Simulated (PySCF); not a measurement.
# Exercise with solution: chemical shift, span and skew from a shielding tensor

B-trichloroborazine (B₃Cl₃H₃N₃), SMILES N1B(Cl)NB(NB1Cl)Cl. Atoms are numbered in the order given.

```xyz
12

Cl     1.7436     2.7037     0.0000
B      0.7776     1.2057     0.0000
N     -0.6462     1.2584     0.0000
B     -1.4330     0.0705     0.0000
Cl    -3.2133     0.1582     0.0000
N     -0.7667    -1.1888     0.0000
B      0.6554    -1.2763     0.0000
Cl     1.4697    -2.8619     0.0000
N      1.4129    -0.0695     0.0000
H     -1.1092     2.1600     0.0000
H     -1.3160    -2.0406     0.0000
H      2.4252    -0.1194     0.0000
```
Charge 0, spin multiplicity 1.

Geometry optimised at B3LYP-D3(BJ)/def2-SVP.

GIAO shieldings from HF/pcSseg-1 run with PySCF, non-relativistic, no solvent. The symmetric part of the tensor of N3 has the principal values 65.7, 188.0, 211.9 ppm. The same nucleus in NH3 has σ = 267.3 ppm at this level (PySCF, at its B3LYP-D3(BJ)/def2-TZVP geometry). Without spin–orbit terms, shifts of atoms bonded to Cl or Br come out too high.

Task: Work out the isotropic shielding, the ¹⁵N shift against NH3, the span and the skew.

Result: 
σ(iso) = (σ11 + σ22 + σ33)/3 = 155.2 ppm. δ = σ(ref) − σ(iso) = 267.3 − (155.2) = 112.1 ppm.
Span Ω = σ33 − σ11 = 146.2 ppm. Skew κ = 3(σ(iso) − σ22)/Ω = -0.67. Tumbling in solution averages the tensor to δ; in a static solid the shielding alone would spread this spin-1/2 line over Ω.
